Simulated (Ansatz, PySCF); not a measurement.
Si(H)2(OAc)(OH) (C₂H₆O₃Si), SMILES [SiH2](OC(C)=O)O. Atoms are numbered in the order given.

```xyz
12

Si    -1.3485     0.0088     0.0534
O     -2.2484     1.3894     0.2049
O      0.2931     0.5181     0.0207
C      1.2528    -0.4255    -0.0269
C      2.6415     0.1539    -0.0517
O      0.9843    -1.6045    -0.0436
H     -1.6136    -0.7907     1.2642
H     -1.6262    -0.6945    -1.2235
H     -2.2415     2.0183    -0.5259
H      3.3834    -0.6519    -0.0934
H      2.7503     0.8180    -0.9230
H      2.7992     0.7713     0.8460
```
Charge 0, spin multiplicity 1.

Geometry: B3LYP-D3(BJ)/def2-SVP. One conformer was computed; it need not be the lowest.

Two levels are set side by side: PBE-D3(BJ)/def2-SVP (Ansatz, a first-principles code) and B3LYP-D3(BJ)/def2-SVP (Ansatz). Each level has its own optimised geometry; the coordinates shown are those of the second. Frequencies come from the Hessian of PySCF at each geometry. Differences are taken from unrounded values.

```tsv
quantity	B3LYP-D3(BJ)
mean bond length (Å)	1.332
bond Si1–O2 (Å)	1.655
bond Si1–O3 (Å)	1.719
bond O3–C4 (Å)	1.347
bond C4–C5 (Å)	1.505
bond C4–O6 (Å)	1.209
bond Si1–H7 (Å)	1.475
bond Si1–H8 (Å)	1.484
bond O2–H9 (Å)	0.964
bond C5–H10 (Å)	1.096
bond C5–H11 (Å)	1.101
bond C5–H12 (Å)	1.101
highest harmonic wavenumber (cm⁻¹)	3879
mean harmonic wavenumber (cm⁻¹)	1220
zero-point energy (kcal/mol)	52.32
```

Problem. What does PBE-D3(BJ) give, and how far is it from B3LYP-D3(BJ)? (Estimate from the structure and the level; the computed values follow.)

Solution. 
| quantity | PBE-D3(BJ) | PBE-D3(BJ) minus B3LYP-D3(BJ) |
|---|---|---|
| mean bond length (Å) | 1.343 | 0.011 |
| bond Si1–O2 (Å) | 1.669 | 0.014 |
| bond Si1–O3 (Å) | 1.743 | 0.024 |
| bond O3–C4 (Å) | 1.353 | 0.006 |
| bond C4–C5 (Å) | 1.507 | 0.002 |
| bond C4–O6 (Å) | 1.223 | 0.013 |
| bond Si1–H7 (Å) | 1.488 | 0.013 |
| bond Si1–H8 (Å) | 1.498 | 0.014 |
| bond O2–H9 (Å) | 0.973 | 0.008 |
| bond C5–H10 (Å) | 1.103 | 0.007 |
| bond C5–H11 (Å) | 1.108 | 0.007 |
| bond C5–H12 (Å) | 1.108 | 0.007 |
| highest harmonic wavenumber (cm⁻¹) | 3771 | -108 |
| mean harmonic wavenumber (cm⁻¹) | 1185 | -35 |
| zero-point energy (kcal/mol) | 50.81 | -1.51 |

Exact exchange shortens and stiffens bonds; PBE has none. Differences between two approximate levels are no errors against the true value.
